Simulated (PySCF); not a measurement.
C4H5N2, SMILES c1cnc[nH+]c1, charge +1. Coordinates come from a PBE-D3(BJ)/def2-SVP optimisation. The isomer is the one that the SMILES or the coordinates give; other isomers of the formula were not compared.

Calculation: PBE-D3(BJ)/def2-SVP (PySCF).

Harmonic wavenumbers (cm⁻¹): 292, 395, 601, 658, 669, 769, 855, 930, 977, 989, 1003, 1044, 1056, 1096, 1183, 1251, 1321, 1359, 1435, 1505, 1585, 1633, 3121, 3132, 3159, 3169, 3438. Rotational constants (GHz): 5.955, 5.823, 2.944; symmetry number 1.

Task: Work out the zero-point energy and the ideal-gas rigid-rotor harmonic-oscillator thermochemistry at 298.15 K and 1 atm.

Result: ZPE = ½ Σ hcν = ½ × 38628 cm⁻¹ = 231.05 kJ/mol. H − E(el) = 245.24 kJ/mol. Entropy in J/(mol K): translation 163.57, rotation 106.93, vibration 20.06, total 290.56. G − E(el) = 158.61 kJ/mol. Cp = 78.22 J/(mol K).
